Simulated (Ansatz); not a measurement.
## Ligand exchange: SiH2(CH3)(SiF3) + C2H4Ge → CH6F2Si2 + C2H3FGe

Species: SiH2(CH3)(SiF3), singlet; C2H4Ge `C#[C][GeH3]`, singlet; CH6F2Si2 `C[SiH2][SiH](F)F`, singlet; C2H3FGe `C#[C][GeH2][F]`, singlet. The partners trade F for H: Si–F and Ge–H bonds give way to Si–H and Ge–F.

Shapes, held fixed at every level: PBE0-D4/def2-TZVP. Flexible molecules stand in one conformer, not always the lowest. Programs: Ansatz 0.2.0. The zero-point and thermal change to 298 K, harmonic and unscaled (PBE0-D4/def2-TZVP), is +0.5 kJ/mol.

| level | kind | ΔH(298 K) (kJ/mol) | less CCSD(T)/def2-TZVPP | CPU time (sum over the molecules) |
| --- | --- | --- | --- | --- |
| SPW92/def2-TZVPP | LDA | +115.3 | +7.6 | 16 s |
| r2SCAN-D4/def2-TZVPP | meta-GGA | +108.9 | +1.2 | 50 s |
| PBE0-D4/def2-TZVPP | global hybrid | +106.4 | -1.3 | 35 s |
| r2SCAN0-D4/def2-TZVPP | global hybrid | +111.7 | +4.0 | 53 s |
| wB97M-V/def2-TZVPP | range-separated hybrid | +107.9 | +0.2 | 2.1 min |
| wB97X-V/def2-TZVPP | range-separated hybrid | +103.0 | -4.7 | 97 s |
| CCSD/def2-TZVPP | coupled cluster or CI | +108.2 | +0.5 | – |
| CCSD(T)/def2-TZVPP | coupled cluster or CI | +107.7 | 0.0 | 27 min |

The highest level, CCSD(T)/def2-TZVPP, gives ΔH(298 K) = +107.7 kJ/mol; the levels span +103.0 to +115.3. The column of differences is taken from that level and isn't an error. No measured value is set beside it here. Relativity is left out for Ge. Outer-core shells of Ge are correlated, in sets that cover them unevenly. Times are processor times on shared x86 and Arm servers, and rough.
